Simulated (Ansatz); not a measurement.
ClF, charge +1, doublet, geometry from GFN2-xTB (a state made from the parent by changing its charge; the spin is typed, not shown lowest); MP2/def2-TZVP in Ansatz (an electronic-structure program).

Ansatz was given this input:
Ansatz 0.2 input:
```yaml
crystal:
  periodic: [false, false, false]
  atoms:
    - {symbol: F, position_ang: [-0.00000000, -0.00000000, -1.04610145]}
    - {symbol: Cl, position_ang: [0.00000000, 0.00000000, 0.55381842]}
basis:
  gaussian:
    orbitals: def2-TZVP
total_charge: 1
magnetization: {spin_polarized: true, initial_magnetization: 1}
correlation: {method: mp2}
```

It wrote (shortened):

```
Functional definition: HF
424 factors; integrals over basis functions are off by at most 1.4e-3 eV
mean field evaluation 1: about -15191.9657 eV, gradient 3.7e1 eV
mean field evaluation 2: about -15191.9727 eV, gradient 3.7e1 eV
mean field evaluation 4: about -15196.4371 eV, gradient 2.7e0 eV
mean field evaluation 8: about -15196.5433 eV, gradient 1.1e-1 eV
mean field evaluation 16: about -15195.4572 eV, gradient 1.2e1 eV
mean field evaluation 32: about -15194.5808 eV, gradient 8.0e0 eV
mean field -15196.54332360 eV, -558.4626665553 hartree, gradient 2.6e-6 eV, S^2 0.763883; 3 other end points of the search recorded, 0 dependent functions left out
6 core orbitals not correlated
reference -15196.54332360 eV, -558.4626665553 hartree; 7, 6 occupied and 55, 56 virtual orbitals, 424 factors
second order -11.22318703 eV of doubles, -0.00000000 eV of singles
Total energy: -15207.76651063 eV, -558.8751110711 hartree
```
